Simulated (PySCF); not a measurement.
Radial density of C⁺ (carbon, charge +1)

HSE06, [He] 2s2 2p1, 2P determinant. Computed with PySCF 2.14 in x2c-QZVPPall (7s4p3d2f1g, 57 functions), with the spin-free X2C one-electron Hamiltonian (Gaussian nucleus).

```json
{"r (bohr)": "0.00495", "4πr²ρ (e/bohr)": "0.03863", "4πr²(ρα − ρβ)": "0.0000"}
{"r (bohr)": "0.00832", "4πr²ρ (e/bohr)": "0.1040", "4πr²(ρα − ρβ)": "0.0000"}
{"r (bohr)": "0.0140", "4πr²ρ (e/bohr)": "0.2729", "4πr²(ρα − ρβ)": "0.0000"}
{"r (bohr)": "0.0236", "4πr²ρ (e/bohr)": "0.6850", "4πr²(ρα − ρβ)": "-0.0001"}
{"r (bohr)": "0.0396", "4πr²ρ (e/bohr)": "1.592", "4πr²(ρα − ρβ)": "-0.0001"}
{"r (bohr)": "0.0666", "4πr²ρ (e/bohr)": "3.254", "4πr²(ρα − ρβ)": "0.0002"}
{"r (bohr)": "0.112", "4πr²ρ (e/bohr)": "5.367", "4πr²(ρα − ρβ)": "0.0037"}
{"r (bohr)": "0.189", "4πr²ρ (e/bohr)": "6.215", "4πr²(ρα − ρβ)": "0.0233"}
{"r (bohr)": "0.317", "4πr²ρ (e/bohr)": "4.081", "4πr²(ρα − ρβ)": "0.1025"}
{"r (bohr)": "0.533", "4πr²ρ (e/bohr)": "1.571", "4πr²(ρα − ρβ)": "0.3191"}
{"r (bohr)": "0.897", "4πr²ρ (e/bohr)": "1.861", "4πr²(ρα − ρβ)": "0.6084"}
{"r (bohr)": "1.51", "4πr²ρ (e/bohr)": "1.762", "4πr²(ρα − ρβ)": "0.5260"}
{"r (bohr)": "2.54", "4πr²ρ (e/bohr)": "0.4057", "4πr²(ρα − ρβ)": "0.1384"}
{"r (bohr)": "4.27", "4πr²ρ (e/bohr)": "0.01282", "4πr²(ρα − ρβ)": "0.0062"}
{"r (bohr)": "7.18", "4πr²ρ (e/bohr)": "2.785e-05", "4πr²(ρα − ρβ)": "0.0000"}
```

Densities and radii are taken from the X2C orbitals without a picture-change correction, which distorts them close to the nucleus.
